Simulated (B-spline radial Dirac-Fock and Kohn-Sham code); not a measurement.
## X-ray form factors of samarium in several charge states

Level of theory: configuration-average Dirac-Fock orbitals; a radial finite-basis atomic code.

Configurations: Sm⁹⁺ [Kr] 4d10 4f4 5s2 5p1; Sm¹⁰⁺ [Kr] 4d10 4f4 5s2; Sm¹¹⁺ [Kr] 4d10 4f3 5s2; Sm¹³⁺ [Kr] 4d10 4f1 5s2. The first column is f₀ of Sm⁹⁺, the others are differences from it.

```
s (Å⁻¹)    Sm⁹⁺  Δ Sm¹⁰⁺  Δ Sm¹¹⁺  Δ Sm¹³⁺
      0  53.000   -1.000   -2.000   -4.000
    0.1  51.704   -0.838   -1.756   -3.617
    0.2  48.246   -0.468   -1.180   -2.684
    0.3  43.610   -0.117   -0.586   -1.648
    0.4  38.750   +0.070   -0.191   -0.847
    0.5  34.246   +0.100   -0.016   -0.360
    0.7  26.998   +0.002   +0.022   +0.016
    0.9  22.002   -0.032   +0.010   +0.095
    1.1  18.734   -0.014   +0.014   +0.083
    1.4  15.632   +0.004   +0.015   +0.048
```

Values without a named source are computed, but for edge energies of neutral atoms, which are taken from tables.
